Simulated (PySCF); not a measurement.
PySCF input file for C4H6O2, SMILES CC1OC=CO1, PBE0-D3(BJ)/def2-SVP. Geometry optimised at PBE0-D3(BJ)/def2-SVP. Other conformers were not sampled.

```python
import numpy as np
from pyscf import gto, scf, dft, df
from pyscf.hessian import thermo

mol = gto.M(
    atom='''
    C     1.80673302    0.50459153    0.00000001
    C     0.67661994   -0.49821331   -0.00000000
    O    -0.15649188   -0.32004178    1.13883318
    C    -1.30338504    0.26182536    0.66625662
    C    -1.30338504    0.26182536   -0.66625661
    O    -0.15649187   -0.32004178   -1.13883318
    H     2.42976536    0.36983052   -0.89548721
    H     1.39635019    1.52512870    0.00000000
    H     2.42976535    0.36983052    0.89548722
    H     1.05282500   -1.53628831    0.00000000
    H    -2.03216658    0.60599669    1.39447691
    H    -2.03216657    0.60599669   -1.39447692
    ''',
    basis='def2-SVP',
    charge=0,
    spin=0,
    max_memory=1600,
    verbose=3,
)
mf = dft.RKS(mol, xc='pbe0').density_fit(auxbasis='def2-universal-jkfit')
mf.disp = 'd3bj'
mf.grids.level = 3
mf.conv_tol = 1e-11
mf.max_cycle = 100
mf.kernel()

# [left out here: the lines that compute and print the analytic Hessian (its translational invariance restored by hand, since the grid's response is missing), thermochemistry and intensities]
```

It prints:

```
converged SCF energy = -305.875009739443

WARN: DFTD3 does not support analytical Hessian, using finite difference


WARN: Mole.unit (angstrom) is changed to Bohr

Mode                                 0                   1                   2
Irrep
Freq [cm^-1]                       89.0718            251.0531            351.1895
Reduced mass [au]                   3.9695              1.0366              2.5948
Force const [Dyne/A]                0.0186              0.0385              0.1886
Char temp [K]                     128.1545            361.2096            505.2835
Normal mode                   x     y     z       x     y     z       x     y     z
       0   C                 0.09 -0.08  0.00   -0.00  0.00 -0.00   -0.00 -0.00 -0.13
       1   C                -0.00  0.03  0.00    0.00 -0.00  0.02   -0.00 -0.00  0.08
       2   O                 0.02  0.10  0.01   -0.01  0.01  0.01   -0.07 -0.05  0.04
       3   C                -0.07 -0.08 -0.00   -0.01  0.01 -0.02   -0.05 -0.05 -0.01
       4   C                -0.07 -0.08  0.00    0.01 -0.01 -0.02    0.05  0.05 -0.01
       5   O                 0.02  0.10 -0.01    0.01 -0.01  0.01    0.07  0.05  0.04
       6   H                 0.08 -0.15  0.00   -0.36  0.34 -0.30   -0.16 -0.17 -0.21
       7   H                 0.20 -0.04  0.00   -0.00  0.00  0.54   -0.00 -0.00 -0.28
       8   H                 0.08 -0.15 -0.00    0.36 -0.34 -0.30    0.16  0.17 -0.21
       9   H                -0.09 -0.01 -0.00    0.00  0.00  0.03   -0.00 -0.00  0.10
      10   H                -0.11 -0.17 -0.00   -0.01  0.03 -0.03   -0.11 -0.10 -0.04
      11   H                -0.11 -0.17  0.00    0.01 -0.03 -0.03    0.11  0.10 -0.04
Mode                                 3                   4                   5
Irrep
Freq [cm^-1]                      487.5179            538.4183            719.7862
Reduced mass [au]                   3.0852              4.0237              1.2506
Force const [Dyne/A]                0.4320              0.6873              0.3817
Char temp [K]                     701.4297            774.6640           1035.6121
Normal mode                   x     y     z       x     y     z       x     y     z
       0   C                -0.14 -0.05  0.00   -0.00  0.00  0.00    0.00  0.00  0.00
       1   C                -0.02 -0.10 -0.00    0.00 -0.00 -0.03   -0.01  0.02  0.00
       2   O                 0.06  0.07  0.04    0.04  0.09  0.01    0.01  0.01  0.04
       3   C                 0.04 -0.01  0.00   -0.06 -0.13  0.00   -0.03 -0.08  0.00
       4   C                 0.04 -0.01 -0.00    0.06  0.13  0.00   -0.03 -0.08 -0.00
       5   O                 0.06  0.07 -0.04   -0.04 -0.09  0.01    0.01  0.01 -0.04
       6   H                -0.12  0.10 -0.01    0.04  0.05  0.03   -0.00 -0.01  0.00
       7   H                -0.39 -0.15  0.00   -0.00 -0.00  0.06    0.02  0.01 -0.00
       8   H                -0.12  0.10  0.01   -0.04 -0.05  0.03   -0.00 -0.01 -0.00
       9   H                -0.13 -0.14 -0.00    0.00 -0.00  0.00   -0.03  0.01  0.00
      10   H                -0.00 -0.05 -0.02   -0.12 -0.27  0.00    0.26  0.57 -0.02
      11   H                -0.00 -0.05  0.02    0.12  0.27  0.00    0.26  0.57  0.02
Mode                                 6                   7                   8
Irrep
Freq [cm^-1]                      746.2384            825.9562            861.7542
Reduced mass [au]                   3.4093              1.3370              2.5169
Force const [Dyne/A]                1.1186              0.5374              1.1013
Char temp [K]                    1073.6708           1188.3670           1239.8724
Normal mode                   x     y     z       x     y     z       x     y     z
       0   C                 0.05 -0.00 -0.00   -0.00 -0.00  0.01    0.13  0.03  0.00
       1   C                 0.06 -0.09 -0.00   -0.00  0.00  0.01    0.03 -0.08  0.00
       2   O                 0.00  0.02 -0.12    0.01 -0.00  0.00   -0.04 -0.01  0.09
       3   C                -0.06  0.01 -0.00   -0.04 -0.10 -0.01   -0.02  0.02  0.00
       4   C                -0.06  0.01  0.00    0.04  0.10 -0.01   -0.02  0.02 -0.00
       5   O                 0.00  0.02  0.12   -0.01  0.00  0.00   -0.04 -0.01 -0.09
       6   H                 0.07  0.20 -0.01   -0.02 -0.02 -0.00    0.17  0.30 -0.02
       7   H                -0.25 -0.12  0.00    0.00  0.00 -0.02   -0.18 -0.09 -0.00
       8   H                 0.07  0.20  0.01    0.02  0.02 -0.00    0.17  0.30  0.02
       9   H                 0.00 -0.12 -0.00    0.00  0.00 -0.01   -0.13 -0.13  0.00
      10   H                 0.09  0.09  0.11    0.27  0.54  0.00   -0.12  0.00 -0.09
      11   H                 0.09  0.09 -0.11   -0.27 -0.54  0.00   -0.12  0.00  0.09
Mode                                 9                  10                  11
Irrep
Freq [cm^-1]                      883.4910            925.6753           1055.1502
[...]
      11   H                 0.01 -0.00  0.00   -0.15  0.08  0.23   -0.01 -0.00 -0.00
Mode                                21                  22                  23
Irrep
Freq [cm^-1]                     1455.2598           1458.0007           1724.5305
Reduced mass [au]                   1.0848              1.0946              6.1377
Force const [Dyne/A]                1.3536              1.3709             10.7547
Char temp [K]                    2093.7948           2097.7384           2481.2154
Normal mode                   x     y     z       x     y     z       x     y     z
       0   C                -0.00 -0.04  0.00   -0.00  0.00  0.04    0.00  0.00  0.00
       1   C                 0.07 -0.00  0.00   -0.00  0.00  0.06   -0.01  0.01 -0.00
       2   O                -0.01 -0.00 -0.00   -0.01  0.01 -0.01    0.01 -0.01  0.02
       3   C                -0.00  0.00 -0.00    0.02 -0.01  0.01   -0.03  0.02 -0.19
       4   C                -0.00  0.00  0.00   -0.02  0.01  0.01   -0.03  0.02  0.19
       5   O                -0.01 -0.00  0.00    0.01 -0.01 -0.01    0.01 -0.01 -0.02
       6   H                -0.38  0.26 -0.31   -0.00  0.47 -0.04    0.00 -0.01  0.00
       7   H                 0.46  0.15 -0.00   -0.00 -0.00 -0.64   -0.01 -0.00  0.00
       8   H                -0.38  0.26  0.31    0.00 -0.47 -0.04    0.00 -0.01 -0.00
       9   H                -0.23 -0.11 -0.00    0.00  0.00 -0.23   -0.02  0.00  0.00
      10   H                 0.00 -0.00  0.00   -0.04  0.02 -0.06    0.19 -0.09  0.01
      11   H                 0.00 -0.00 -0.00    0.04 -0.02 -0.06    0.19 -0.09 -0.01
Mode                                24                  25                  26
Irrep
Freq [cm^-1]                     3068.9423           3073.0772           3177.5726
Reduced mass [au]                   1.0362              1.0918              1.1054
Force const [Dyne/A]                5.7498              6.0751              6.5760
Char temp [K]                    4415.5247           4421.4739           4571.8195
Normal mode                   x     y     z       x     y     z       x     y     z
       0   C                 0.04  0.03  0.00   -0.00  0.01 -0.00    0.06 -0.06 -0.00
       1   C                -0.00  0.00  0.00    0.03 -0.08  0.00    0.00 -0.01 -0.00
       2   O                 0.00 -0.00  0.00    0.00  0.00 -0.00   -0.00  0.00 -0.00
       3   C                -0.00  0.00 -0.00   -0.00 -0.00 -0.00   -0.00  0.00 -0.00
       4   C                -0.00  0.00  0.00   -0.00 -0.00  0.00   -0.00  0.00  0.00
       5   O                 0.00 -0.00 -0.00    0.00  0.00  0.00   -0.00  0.00  0.00
       6   H                -0.31  0.07  0.45   -0.00 -0.00 -0.01   -0.22  0.04  0.33
       7   H                 0.23 -0.54 -0.00    0.04 -0.10 -0.00   -0.28  0.70 -0.00
       8   H                -0.31  0.07 -0.45   -0.00 -0.00  0.01   -0.22  0.04 -0.33
       9   H                 0.02 -0.05 -0.00   -0.31  0.89 -0.00   -0.03  0.08  0.00
      10   H                 0.00  0.00 -0.00   -0.01  0.00  0.00   -0.00  0.00  0.00
      11   H                 0.00  0.00  0.00   -0.01  0.00 -0.00   -0.00  0.00 -0.00
Mode                                27                  28                  29
Irrep
Freq [cm^-1]                     3181.2877           3301.2191           3327.0727
Reduced mass [au]                   1.1053              1.0898              1.1160
Force const [Dyne/A]                6.5908              6.9978              7.2784
Char temp [K]                    4577.1648           4749.7192           4786.9168
Normal mode                   x     y     z       x     y     z       x     y     z
       0   C                 0.00 -0.00  0.09   -0.00  0.00  0.00   -0.00 -0.00 -0.00
       1   C                 0.00 -0.00  0.00   -0.00  0.00  0.00    0.00 -0.00 -0.00
       2   O                 0.00  0.00 -0.00    0.00 -0.00  0.00    0.00 -0.00  0.00
       3   C                 0.00 -0.00  0.00    0.04 -0.02 -0.04   -0.04  0.02  0.05
       4   C                -0.00  0.00  0.00   -0.04  0.02 -0.04   -0.04  0.02 -0.05
       5   O                -0.00 -0.00 -0.00   -0.00  0.00  0.00    0.00 -0.00 -0.00
       6   H                 0.38 -0.09 -0.54    0.00  0.00 -0.00   -0.00 -0.00  0.00
       7   H                -0.00  0.00  0.01    0.00 -0.00  0.00    0.00  0.00  0.00
       8   H                -0.38  0.09 -0.54   -0.00 -0.00 -0.00   -0.00 -0.00 -0.00
       9   H                -0.00  0.00 -0.00   -0.00  0.00 -0.00   -0.00  0.01  0.00
      10   H                 0.00 -0.00 -0.00   -0.45  0.21  0.45    0.44 -0.21 -0.45
      11   H                -0.00  0.00 -0.00    0.45 -0.21  0.45    0.44 -0.21  0.45
temperature 298.1500 [K]
pressure 101325.00 [Pa]
Rotational constants [GHz] 6.79635 4.00620 3.02282
Symmetry number 1
Zero-point energy (ZPE) 0.09722 [Eh]   255257.933 [J/mol]
                           tot       elec      trans        rot        vib
Entropy [J/mol/K]       311.674      0.000    164.312    107.827     39.535
Cv [J/mol/K]             82.170      0.000     12.472     12.472     57.227
Cp [J/mol/K]             90.485      0.000     20.786     12.472     57.227
Internal energy [J/mol]                      3718.434   3718.434 262237.295
Internal energy [Eh]   -305.77230  -305.87501
Enthalpy [J/mol]                             6197.391   3718.434 262237.295
Enthalpy [Eh]          -305.77135
Gibbs free energy [J/mol]                  -42792.263 -28430.202 250450.057
Gibbs free energy [Eh] -305.80675
static polarisability / bohr^3: [[51.097 -3.982  0.   ]
 [-3.984 36.18  -0.   ]
 [ 0.    -0.    47.039]]
largest difference of analytic and finite-field dipole derivatives / e: 0.00038456381993912103
mode   freq/cm-1   IR/(km/mol)   Raman/(A^4/amu)   depolarisation
   1       89.07         4.922             0.769            0.509
   2      251.05         0.261             0.002            0.750
   3      351.19         1.894             2.056            0.750
   4      487.52        11.731             0.840            0.240
   5      538.42         0.414             3.337            0.750
   6      719.79        60.952             2.147            0.743
   7      746.24         2.358             1.015            0.571
   8      825.96         0.009             1.138            0.750
   9      861.75         5.634             7.723            0.257
  10      883.49         4.964             3.999            0.750
  11      925.68        65.178             0.148            0.750
  12     1055.15         2.857             2.561            0.750
  13     1073.52        43.207             4.071            0.750
  14     1116.56         8.080            11.531            0.410
  15     1126.49        10.605            14.565            0.474
  16     1145.64        14.423             3.015            0.533
  17     1249.81       279.195             2.470            0.269
  18     1283.05         0.073             3.678            0.750
  19     1366.75         2.788             0.993            0.733
  20     1400.55        22.685             5.794            0.750
  21     1411.17        72.543             1.539            0.429
  22     1455.26        11.046            16.852            0.697
  23     1458.00         0.776             6.979            0.750
  24     1724.53        44.874            19.827            0.088
  25     3068.94         3.727           107.396            0.010
  26     3073.08        52.911           157.531            0.275
  27     3177.57        10.319            43.126            0.649
  28     3181.29         5.001            68.672            0.750
  29     3301.22         5.597            63.575            0.750
  30     3327.07         0.263           114.718            0.113
max |gradient| / (hartree/bohr): 3.6972322313910944e-05
APT charges: [-0.0947  0.8223 -0.6986  0.239   0.239  -0.6986  0.0195  0.0163  0.0195
 -0.0628  0.0995  0.0995]
```

Self-consistency was reached.

Cost: roughly 3 core-minutes.
